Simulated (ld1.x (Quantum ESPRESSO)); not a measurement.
Ta, PAW: configuration errors across variants

ld1.x (Quantum ESPRESSO) 7.5 input, shortened:

```
&input
   title='Ta', zed=73., rel=2, dft='PBE', iswitch=3,
   config='[Xe] 4f14 5d3 6s0 6p0', rel_dist='average'
 /
 &inputp
   pseudotype=3, lpaw=.true., tm=.true., lloc=-2, rcloc=1.65,
   nlcc=.true., new_core_ps=.true.,
   which_augfun='PSQ', rmatch_augfun_nc=.true.
 /
6
5S  1  0   2.00   0.00  1.40  1.60  0.0
6S  2  0   0.00   0.00  1.40  1.60  0.0
5P  2  1   6.00   0.00  1.70  2.05  0.0
6P  3  1   0.00   0.00  1.70  2.05  0.0
5D  3  2   3.00   0.00  2.50  3.10  0.0
5D  3  2   0.00   3.50  2.50  3.10  0.0
 &test
   configts(1)='5s2 5p6 5d3 6s0 6p0'
 /
```

Open shells are filled in proportion to 2j + 1 (rel_dist='average').

All-electron excitation energies from the reference (eV): (1) 5s2 5p6 5d3 6s2 6p0 -23.445; (2) 5s2 5p6 5d3 6s1 6p0 -14.973; (3) 5s2 5p6 5d2 6s0 6p0 23.592; (4) 5s2 5p6 5d3.5 6s1.5 6p0 -22.458; (5) 5s2 5p6 5d3 6s1 6p1 -19.299; (6) 5s2 5p6 5d2 6s2 6p0 -15.762; (7) 5s2 5p6 5d2 6s2 6p1 -20.498.

4 further variants failed, have other tests or another functional or relativity, and are left out.

Errors AE − PS in meV (a dash: test not solved or not reliable):

| change | (1) | (2) | (3) | (4) | (5) | (6) | (7) | bound ghosts |
| --- | --- | --- | --- | --- | --- | --- | --- | --- |
| base | -11 | -4.3 | -25 | -17 | -5.6 | -5.6 | -7.0 | not determined |
| type ultrasoft; local potential all-electron potential smoothed inside 2.80 bohr (lloc = -2) | – | – | – | – | – | – | – | none |
| waves 5d (bound): rcut 2.50, rcutus 2.94 bohr; 5d channel at 3.5 Ry: rcut 2.50, rcutus 2.94 bohr | -4.9 | -2.1 | -20 | -6.3 | -2.2 | -5.5 | -6.8 | not determined |
| local potential all-electron potential smoothed inside 1.46 bohr (lloc = -2) | -6.9 | -2.8 | -20 | -10.0 | -3.9 | -4.8 | -6.5 | not determined |

Give the same row for: wave 5d channel at 3.5 Ry: rcut 2.50, rcutus 3.10 bohr becomes 5d channel at -1.18 Ry: rcut 2.50, rcutus 3.10 bohr.

-2.4, -1.2, -25, -3.5, -0.6, -6.6, -7.2; bound ghosts: not determined.
